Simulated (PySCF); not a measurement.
# Worked example: chemical shift, span and skew from a shielding tensor

CH5GaN, SMILES [Ga+]([CH3])[NH2], charge +1. Atoms are numbered in the order given.

```xyz
8

Ga     0.0044    -0.0213     0.0159
C     -0.2267     1.5034    -1.0972
H     -1.0362     2.1250    -0.6845
H     -0.5006     1.1674    -2.1091
H      0.7113     2.0772    -1.1294
N      0.2127    -1.4246     1.0391
H      0.5673    -2.3197     0.7079
H     -0.0079    -1.4389     2.0330
```
Charge +1, spin multiplicity 1.

Geometry optimised at ωB97X-D3(BJ)/def2-SVP. The spin state was assumed, not searched. The isomer is the one that the SMILES or the coordinates give; other isomers of the formula were not compared. One conformer was computed; it need not be the lowest.

GIAO shieldings from PBE/pcSseg-1 in PySCF, non-relativistic, no solvent. The symmetric part of the tensor of C2 has the principal values 158.9, 164.7, 201.8 ppm. The same nucleus in TMS has σ = 182.0 ppm at this level (PySCF, at its B3LYP-D3(BJ)/def2-TZVP geometry).

Problem. Work out the isotropic shielding, the ¹³C shift against TMS, the span and the skew.

Solution. 
σ(iso) = (σ11 + σ22 + σ33)/3 = 175.1 ppm. δ = σ(ref) − σ(iso) = 182.0 − (175.1) = 6.9 ppm.
Span Ω = σ33 − σ11 = 42.9 ppm. Skew κ = 3(σ(iso) − σ22)/Ω = 0.73. Tumbling in solution averages the tensor to δ; in a static solid the shielding alone would spread this spin-1/2 line over Ω.
